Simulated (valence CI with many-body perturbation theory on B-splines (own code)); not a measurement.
The numbers below are computed, except where a source is named.
## Level structure of Pt29+

Level of theory: relativistic CI+MBPT: three valence electrons over a frozen Dirac-Fock core [Kr] 4d10, radial functions for each j: 8 s, 8 p, 9 d, 9 f, 6 g, 3 h, 2 i, with the one-electron correlation potential Σ1, the two-electron term Σ2, the three-electron term Σ3, Breit, model QED; selected CI, second order for the rest (own B-spline code, finite nucleus).

The last digits are not significant, and no measured levels were compared; by estimate large intervals hold to a few tenths of a per cent, small ones and those within an open d or f shell to about a per cent. Core correlation moves these levels by up to 51000 cm⁻¹, and in measured spectra 5 to 20 % of such shifts remained as error; rates that hang on mixing are uncertain with them. The list stops below the first excitations out of the core.

Levels 1 to 45 of 59, with energies above the lowest level, (4f5/2^3) J=9/2. "Leading %" is the weight of the configuration and term that name the level; weights of strongly mixed levels are sums over their largest components and can fall short. In the jj column 3d3/2^4 stands for four electrons in 3d with j = 3/2.

| No. | Configuration | Term | J | E (eV) | Leading % | Leading jj | Second component |
| --- | --- | --- | --- | --- | --- | --- | --- |
| 1 | 4f³ | ⁴I° | 9/2 | 0.00 | 77 | 4f5/2^3 (88 %) | 20 % 4f³ ²H° |
| 2 | 4f³ | ⁴I° | 11/2 | 3.87 | 93 | 4f5/2^2 4f7/2 (96 %) | 6 % 4f³ ²H° |
| 3 | 4f³ | ⁴F° | 3/2 | 4.96 | 54 | 4f5/2^3 (86 %) | 31 % 4f³ ²D° |
| 4 | 4f³ | ⁴I° | 13/2 | 6.81 | 84 | 4f5/2^2 4f7/2 (50 %) | 14 % 4f³ ²K° |
| 5 | 4f³ | ²G° | 9/2 | 7.06 | 34 | 4f5/2^2 4f7/2 (86 %) | 31 % 4f³ ²H° |
| 6 | 4f³ | ⁴F° | 5/2 | 7.38 | 44 | 4f5/2^3 (61 %) | 34 % 4f³ ⁴G° |
| 7 | 4f³ | ⁴S° | 3/2 | 8.63 | 54 | 4f5/2^2 4f7/2 (91 %) | 25 % 4f³ ²P° |
| 8 | 4f³ | ⁴G° | 5/2 | 8.65 | 48 | 4f5/2^2 4f7/2 (79 %) | 41 % 4f³ ⁴F° |
| 9 | 4f³ | ²G° | 7/2 | 8.75 | 47 | 4f5/2^2 4f7/2 (94 %) | 41 % 4f³ ⁴F° |
| 10 | 4f³ | ⁴I° | 15/2 | 9.15 | 65 | 4f5/2^2 4f7/2 (44 %) | 29 % 4f³ ²K° |
| 11 | 4f³ | ⁴G° | 7/2 | 10.43 | 68 | 4f5/2^2 4f7/2 (86 %) | 24 % 4f³ ⁴F° |
| 12 | 4f³ | ²K° | 13/2 | 11.60 | 80 | 4f5/2 4f7/2^2 (55 %) | 15 % 4f³ ⁴I° |
| 13 | 4f³ | ⁴F° | 9/2 | 11.71 | 57 | 4f5/2 4f7/2^2 (76 %) | 26 % 4f³ ²H° |
| 14 | 4f³ | ²H° | 11/2 | 11.80 | 58 | 4f5/2 4f7/2^2 (52 %) | 26 % 4f³ ⁴G° |
| 15 | 4f³ | ⁴D° | 3/2 | 12.47 | 29 | 4f5/2^2 4f7/2 (54 %) | 29 % 4f³ ²D° |
| 16 | 4f³ | ²P° | 1/2 | 12.59 | 55 | 4f5/2^2 4f7/2 (93 %) | 45 % 4f³ ⁴D° |
| 17 | 4f³ | ⁴D° | 5/2 | 13.23 | 41 | 4f5/2^2 4f7/2 (82 %) | 40 % 4f³ ²D° |
| 18 | 4f³ | ²G° | 7/2 | 13.34 | 50 | 4f5/2 4f7/2^2 (92 %) | 32 % 4f³ ⁴F° |
| 19 | 4f³ | ⁴G° | 9/2 | 13.42 | 75 | 4f5/2 4f7/2^2 (74 %) | 21 % 4f³ ²H° |
| 20 | 4f³ | ²L° | 15/2 | 13.62 | 51 | 4f5/2^2 4f7/2 (53 %) | 28 % 4f³ ⁴I° |
| 21 | 4f³ | ²H° | 11/2 | 14.55 | 67 | 4f5/2^2 4f7/2 (53 %) | 27 % 4f³ ²I° |
| 22 | 4f³ | ²D° | 3/2 | 14.90 | 39 | 4f5/2 4f7/2^2 (61 %) | 27 % 4f³ ⁴D° |
| 23 | 4f³ | ²D° | 5/2 | 15.69 | 76 | 4f5/2 4f7/2^2 (89 %) | 12 % 4f³ ⁴D° |
| 24 | 4f³ | ⁴G° | 11/2 | 16.49 | 55 | 4f5/2 4f7/2^2 (82 %) | 38 % 4f³ ²I° |
| 25 | 4f³ | ²H° | 9/2 | 16.71 | 51 | 4f5/2 4f7/2^2 (48 %) | 25 % 4f³ ²G° |
| 26 | 4f³ | ⁴D° | 1/2 | 17.14 | 55 | 4f5/2 4f7/2^2 (93 %) | 45 % 4f³ ²P° |
| 27 | 4f³ | ⁴D° | 7/2 | 17.88 | 89 | 4f5/2 4f7/2^2 (67 %) | 8 % 4f³ ²F° |
| 28 | 4f³ | ²I° | 13/2 | 17.90 | 93 | 4f5/2 4f7/2^2 (96 %) | 7 % 4f³ ²K° |
| 29 | 4f³ | ²D° | 3/2 | 18.16 | 47 | 4f5/2 4f7/2^2 (78 %) | 25 % 4f³ ⁴D° |
| 30 | 4f³ | ²L° | 17/2 | 18.46 | 100 | 4f5/2 4f7/2^2 (100 %) |  |
| 31 | 4f³ | ²K° | 15/2 | 18.59 | 50 | 4f7/2^3 (58 %) | 43 % 4f³ ²L° |
| 32 | 4f³ | ²H° | 9/2 | 18.93 | 41 | 4f7/2^3 (65 %) | 40 % 4f³ ²G° |
| 33 | 4f³ | ²F° | 5/2 | 19.75 | 52 | 4f5/2 4f7/2^2 (92 %) | 33 % 4f³ ⁴D° |
| 34 | 4f³ | ²D° | 3/2 | 21.44 | 54 | 4f7/2^3 (82 %) | 26 % 4f³ ²P° |
| 35 | 4f³ | ²H° | 11/2 | 21.85 | 62 | 4f7/2^3 (75 %) | 22 % 4f³ ²I° |
| 36 | 4f³ | ²F° | 7/2 | 23.18 | 82 | 4f5/2 4f7/2^2 (58 %) | 7 % 4f³ ²G° |
| 37 | 4f³ | ²D° | 5/2 | 24.04 | 60 | 4f7/2^3 (77 %) | 25 % 4f³ ²F° |
| 38 | 4f³ | ²G° | 9/2 | 24.28 | 89 | 4f5/2 4f7/2^2 (78 %) | 10 % 4f³ ²H° |
| 39 | 4f³ | ²G° | 7/2 | 24.57 | 81 | 4f5/2^2 4f7/2 (47 %) | 17 % 4f³ ²F° |
| 40 | 4f³ | ²F° | 7/2 | 33.05 | 85 | 4f7/2^3 (55 %) | 11 % 4f³ ²G° |
| 41 | 4f³ | ²F° | 5/2 | 33.82 | 99 | 4f5/2 4f7/2^2 (82 %) |  |
| 42 | 4f²5s | ⁴H | 7/2 | 166.43 | 88 | 4f5/2^2 5s (97 %) | 11 % 4f²5s ²G |
| 43 | 4f²5s | ⁴H | 9/2 | 167.18 | 50 | 4f5/2^2 5s (96 %) | 35 % 4f²5s ²H |
| 44 | 4f²5s | ⁴F | 3/2 | 169.12 | 84 | 4f5/2^2 5s (88 %) | 15 % 4f²5s ²D |
| 45 | 4f²5s | ⁴F | 5/2 | 169.75 | 55 | 4f5/2^2 5s (87 %) | 28 % 4f²5s ²F |

The ionisation energy to 4f² ³H4 of the next ion comes out as 1020 eV (NIST: 1040 ± 50 eV (theoretical)). All 59 levels together are meant to be complete up to 179.87 eV.
